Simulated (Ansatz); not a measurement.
Al₁₄N₁₄H₃₄, a nanocrystal cut from wurtzite AlN (hydrogen-capped). Charge 0, multiplicity 1. Geometry PBE-D4/def2-SVP.

```xyz
62

N     1.124   -1.092    3.893
Al   -0.153    0.389    4.227
Al   -2.203   -1.618    2.838
N    -1.325    0.126    2.717
Al    2.108   -1.035    2.214
N     2.832    0.788    2.289
Al    0.007   -2.703    0.853
N    -1.868   -2.395    1.035
N     0.831   -0.982    0.802
Al   -0.492    0.375    1.025
Al    2.308    1.952    0.813
N     0.396    2.098    0.977
Al   -2.691   -1.321   -0.327
N    -1.754    0.335   -0.380
Al   -3.176    1.625   -0.061
Al   -0.291    3.282   -0.373
N    -2.220    3.380   -0.180
N     0.271   -3.508   -0.924
Al    1.732   -0.753   -0.893
N     2.535    1.023   -0.856
Al   -0.372   -2.457   -2.449
N    -2.269   -2.215   -2.040
N     0.441   -0.761   -2.301
Al   -0.901    0.593   -2.078
Al    1.940    2.160   -2.296
N     0.046    2.304   -1.996
Al    1.316   -0.615   -4.045
N     2.186    1.183   -3.954
H     1.776   -1.186    4.688
H     0.530   -1.947    3.940
H    -0.858    0.235    5.658
H     0.756    1.737    4.004
H    -1.304   -2.522    3.850
H    -3.778   -1.493    3.093
H    -2.112    0.804    2.740
H     3.329   -2.061    2.116
H     2.437    1.254    3.131
H     3.855    0.793    2.424
H     0.673   -3.665    1.954
H    -2.371   -3.298    1.094
H     3.135    3.316    0.913
H     0.251    2.528    1.910
H    -4.280   -1.197   -0.185
H    -3.600    1.559    1.502
H    -4.272    1.676   -1.233
H     0.332    4.756   -0.337
H    -2.460    3.942    0.651
H    -2.622    3.916   -0.965
H    -0.099   -4.471   -0.942
H     1.293   -3.628   -1.053
H     2.881   -1.872   -1.063
H     3.553    0.893   -0.990
H    -0.169   -3.263   -3.815
H    -2.797   -3.098   -2.125
H    -2.663   -1.616   -2.790
H    -1.966    0.621   -3.287
H     2.709    3.561   -2.380
H    -0.329    2.879   -2.770
H     2.549   -1.649   -4.144
H     0.227   -0.480   -5.223
H     3.192    1.069   -4.151
H     1.841    1.750   -4.745
```

Single mean-field runs in def2-SVP are fitted with def2-universal-jkfit.

(1) Estimate the orbital energies around the gap (eV) in Ansatz with PBE-D4/def2-SVP, r2SCAN-D4/def2-SVP, PBE0-D4/def2-SVP.

## Answers

(1) 
```json
{"orbital": "HOMO−5", "PBE-D4/def2-SVP": "-6.55", "r2SCAN-D4/def2-SVP": "-6.91", "PBE0-D4/def2-SVP": "-7.86"}
{"orbital": "HOMO−4", "PBE-D4/def2-SVP": "-6.47", "r2SCAN-D4/def2-SVP": "-6.82", "PBE0-D4/def2-SVP": "-7.76"}
{"orbital": "HOMO−3", "PBE-D4/def2-SVP": "-6.42", "r2SCAN-D4/def2-SVP": "-6.78", "PBE0-D4/def2-SVP": "-7.70"}
{"orbital": "HOMO−2", "PBE-D4/def2-SVP": "-6.30", "r2SCAN-D4/def2-SVP": "-6.64", "PBE0-D4/def2-SVP": "-7.57"}
{"orbital": "HOMO−1", "PBE-D4/def2-SVP": "-6.24", "r2SCAN-D4/def2-SVP": "-6.57", "PBE0-D4/def2-SVP": "-7.50"}
{"orbital": "HOMO", "PBE-D4/def2-SVP": "-6.17", "r2SCAN-D4/def2-SVP": "-6.51", "PBE0-D4/def2-SVP": "-7.45"}
{"orbital": "LUMO", "PBE-D4/def2-SVP": "-0.98", "r2SCAN-D4/def2-SVP": "-0.58", "PBE0-D4/def2-SVP": "-0.16"}
{"orbital": "LUMO+1", "PBE-D4/def2-SVP": "-0.82", "r2SCAN-D4/def2-SVP": "-0.47", "PBE0-D4/def2-SVP": "-0.01"}
{"orbital": "LUMO+2", "PBE-D4/def2-SVP": "-0.72", "r2SCAN-D4/def2-SVP": "-0.40", "PBE0-D4/def2-SVP": "0.09"}
{"orbital": "LUMO+3", "PBE-D4/def2-SVP": "-0.69", "r2SCAN-D4/def2-SVP": "-0.31", "PBE0-D4/def2-SVP": "0.14"}
{"orbital": "LUMO+4", "PBE-D4/def2-SVP": "-0.55", "r2SCAN-D4/def2-SVP": "-0.24", "PBE0-D4/def2-SVP": "0.26"}
{"orbital": "LUMO+5", "PBE-D4/def2-SVP": "-0.47", "r2SCAN-D4/def2-SVP": "-0.14", "PBE0-D4/def2-SVP": "0.38"}
```
